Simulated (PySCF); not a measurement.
Species: C2H10Ge2O.
Bonds: C1–C2, C2–O3, O3–Ge4, Ge4–Ge5. Hydrogens: H6, H7, H8 on C1; H9, H10 on C2; H11, H12 on Ge4; H13, H14, H15 on Ge5.

Computed with PySCF at CAM-B3LYP/def2-SVPD, non-relativistic, on one gas-phase PBE0-D3(BJ)/def2-SVP geometry that isn't relaxed in the solvent. The solvent is an IEF-PCM continuum (Bondi radii, 1.10 Å for H, scaled by 1.2), and excitations are vertical TDDFT with non-equilibrium linear response and a frozen core. The model holds no explicit solvent molecules, cavitation or dispersion. Spin–orbit coupling is left out although an atom past zinc is present.

Gas-phase singlets (H = HOMO, L = LUMO):

```
state  E (eV)  λ (nm)      f  leading configurations
   S1   6.325     196  0.007      H→L+1 69%, H→L 14%
   S2   6.934     179  0.039    H→L 36%, H-1→L+1 36%
   S3   7.037     176  0.069  H-1→L+1 29%, H→L+2 26%
   S4   7.072     175  0.186    H→L+2 51%, H→L+1 23%
   S5   7.323     169  0.022               H→L+3 83%
```

Problem. Give the list for cyclohexane (ε = 2.017), n² = 2.04.

Solution. 
```csv
state,E (eV),λ (nm),f,leading configurations,change by rank (eV)
S1,6.343,195,0.011,"H→L+1 76%, H→L 14%",+0.018
S2,6.940,179,0.163,"H→L 49%, H-1→L+1 30%",+0.006
S3,7.020,177,0.275,"H-1→L+1 36%, H→L 26%",-0.017
S4,7.067,175,0.044,H→L+2 82%,-0.005
S5,7.340,169,0.036,H→L+3 84%,+0.017
```

Problem. Give the list for chloroform (ε = 4.711), n² = 2.09.

Solution. 
| state | E (eV) | λ (nm) | f | leading configurations | change by rank (eV) |
| --- | --- | --- | --- | --- | --- |
| S1 | 6.367 | 195 | 0.012 | H→L+1 78%, H→L 16% | +0.042 |
| S2 | 6.968 | 178 | 0.186 | H→L 47%, H-1→L+1 32% | +0.034 |
| S3 | 7.037 | 176 | 0.285 | H-1→L+1 38%, H→L 27% | 0.000 |
| S4 | 7.102 | 175 | 0.036 | H→L+2 83% | +0.030 |
| S5 | 7.374 | 168 | 0.039 | H→L+3 85% | +0.051 |

Problem. The ground-state energy changes by -0.081 eV from gas to chloroform. By how much does the total energy of gas-phase S1 change?

Solution. E(S1) = E(S0) + excitation energy, so it changes by -0.081 + 0.042 = -0.039 eV: it is lowered less than the ground state, which is what a blue shift means. This is the vertical state, with the slow part of the continuum still set for S0.

Problem. How do the frontier levels move from gas to chloroform?

Solution. 
```
orbital  gas (eV)  solvent (eV)  change (eV)                      Löwdin shares, gas                  Löwdin shares, solvent
 LUMO+2      0.95          1.06        +0.11    Ge4 31 %, Ge5 19 %, H11 8 %, H12 8 %    Ge4 32 %, Ge5 21 %, H11 9 %, H12 9 %
 LUMO+1      0.88          0.99        +0.11   Ge4 26 %, Ge5 23 %, O3 12 %, H15 11 %   Ge4 24 %, Ge5 22 %, O3 13 %, H15 11 %
   LUMO      0.69          0.82        +0.13  Ge5 41 %, Ge4 15 %, H14 12 %, H13 11 %  Ge5 38 %, Ge4 17 %, H14 11 %, H13 11 %
   HOMO     -8.89         -8.83        +0.06    O3 39 %, Ge5 16 %, Ge4 16 %, H12 6 %    O3 36 %, Ge5 18 %, Ge4 18 %, H12 7 %
 HOMO-1     -9.46         -9.43        +0.03      O3 44 %, Ge4 14 %, C2 8 %, Ge5 8 %       O3 43 %, Ge4 14 %, C2 9 %, C1 8 %
 HOMO-2    -10.26        -10.18        +0.08     O3 21 %, C2 17 %, Ge4 17 %, Ge5 9 %      O3 22 %, C2 19 %, Ge4 15 %, H9 9 %
 HOMO-3    -10.90        -10.76        +0.14  Ge5 27 %, H14 18 %, Ge4 15 %, H13 12 %  Ge5 29 %, H14 20 %, Ge4 14 %, H13 12 %
```

The HOMO–LUMO gap goes from 9.58 to 9.65 eV.

Time: 42 s wall. Hardware: one thread, x86-64 server, on a shared host. This is the whole response run at CAM-B3LYP/def2-SVPD in chloroform, SCF included.

Conformer computed: `[CH3:1][CH2:2][O:3][GeH2:4][GeH3:5]`: C1–C2–O3–Ge4 69°, C2–O3–Ge4–Ge5 38°.
